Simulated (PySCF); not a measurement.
Molecule: `[SiH3]S[C@H]1CC=NC1`, C4H9NSSi.

Bonds (- single, = double, # triple, : aromatic): Si1-S2, S2-C3, C3-C4, C4-C5, C5=N6, N6-C7, C7-C3. Si1 carries H8, H9, H10; C3 carries H11; C4 carries H12, H13; C5 carries H14; C7 carries H15, H16. Stereochemistry as in [SiH3]S[C@H]1CC=NC1. H12, H15 are cis to S2 on the ring; H13, H16 are trans to S2 on the ring.

Frames of a GFN2-xTB Langevin trajectory at 200 K; GIAO PBE0/pcSseg-1 shieldings in PySCF 2.14.0 with density-fitted response routines, gas phase, non-relativistic; equivalent atoms averaged within each frame.

Shifts are taken against calculated references (same method and geometry level): TMS for 29Si (σ = 349.16 ppm) and 13C (σ = 186.93 ppm) and 1H (σ = 31.72 ppm); 33S (σ = 503.73 ppm) against CS2; 15N (σ = 267.73 ppm) vs NH3. The references are static minima.

Question: How do the shifts (ppm) fluctuate along the trajectory?

Answer: 
| time (fs) | Si1 | S2 | C5 | C7 | C3 | C4 | N6 | H14 | H16 | H15 |
| --- | --- | --- | --- | --- | --- | --- | --- | --- | --- | --- |
| 250 | -66.8 | -92 | 169.3 | 76.5 | 49.7 | 48.2 | 390.0 | 7.34 | 5.05 | 4.59 |
| 425 | -58.2 | -111 | 169.0 | 74.2 | 40.9 | 53.1 | 401.5 | 8.25 | 5.63 | 3.67 |
| 625 | -67.0 | -80 | 173.0 | 71.7 | 50.2 | 54.9 | 394.7 | 7.98 | 4.67 | 4.03 |
| 800 | -71.3 | -99 | 172.3 | 78.0 | 42.3 | 56.4 | 402.9 | 7.83 | 4.81 | 4.38 |
| 1000 | -76.2 | -157 | 171.0 | 70.9 | 41.3 | 57.8 | 383.9 | 7.87 | 4.30 | 5.11 |
| mean of frames | -67.9 | -108 | 170.9 | 74.3 | 44.9 | 54.1 | 394.6 | 7.86 | 4.89 | 4.35 |
| standard deviation | 6.6 | 30 | 1.8 | 3.0 | 4.6 | 3.7 | 7.9 | 0.33 | 0.49 | 0.55 |

5 frames give an uncertainty of the mean of about the standard deviation over 2.2 at best, since frames this close in time may not be independent; classical motion lacks zero-point vibration, and the reference would need the same averaging.
